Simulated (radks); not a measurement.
Results of a calculation; reference values are marked as such.
Isoelectronic series with 11 electrons, all held in the configuration [Ne] 3s1, which need not be the ground one along the series. Level of theory: non-relativistic Kohn-Sham, r2SCAN, spin-polarised, spherical densities, point nucleus; open shells are filled with parallel spins first; meta-GGA in the generalised Kohn-Sham scheme (a radial shooting solver on a logarithmic mesh with Libxc functionals). Total energies (hartree) and mean radii <r> (bohr) (* marks an orbital that is empty in some or all of the ions):

ion	E (hartree)	3p up*	3s up	2p down	2p up	2s down
Mg+	-199.77350	3.357	2.784	0.6850	0.6867	0.6960
Al2+	-241.43678	2.507	2.206	0.5992	0.6004	0.6245
Si3+	-287.23092	2.032	1.851	0.5331	0.5340	0.5660
P4+	-337.14940	1.720	1.605	0.4805	0.4812	0.5174
S5+	-391.18847	1.496	1.420	0.4375	0.4381	0.4764
Cl6+	-449.34574	1.326	1.276	0.4017	0.4022	0.4414
Ar7+	-511.61959	1.193	1.160	0.3714	0.3718	0.4112
K8+	-578.00890	1.085	1.064	0.3454	0.3457	0.3848
Ca9+	-648.51280	0.9950	0.9838	0.3229	0.3231	0.3616
Sc10+	-723.13069	0.9194	0.9149	0.3031	0.3033	0.3410
Ti11+	-801.86206	0.8548	0.8552	0.2856	0.2858	0.3227
V12+	-884.70654	0.7988	0.8030	0.2701	0.2702	0.3062
Cr13+	-971.66384	0.7499	0.7570	0.2562	0.2563	0.2913
Mn14+	-1062.73369	0.7067	0.7160	0.2436	0.2437	0.2778
Fe15+	-1157.91591	0.6682	0.6793	0.2322	0.2323	0.2655
Co16+	-1257.21034	0.6338	0.6463	0.2219	0.2220	0.2543
Ni17+	-1360.61683	0.6028	0.6163	0.2124	0.2125	0.2439
Cu18+	-1468.13527	0.5748	0.5891	0.2037	0.2038	0.2344
Zn19+	-1579.76556	0.5492	0.5642	0.1957	0.1958	0.2256
Ga20+	-1695.50763	0.5259	0.5413	0.1883	0.1884	0.2174
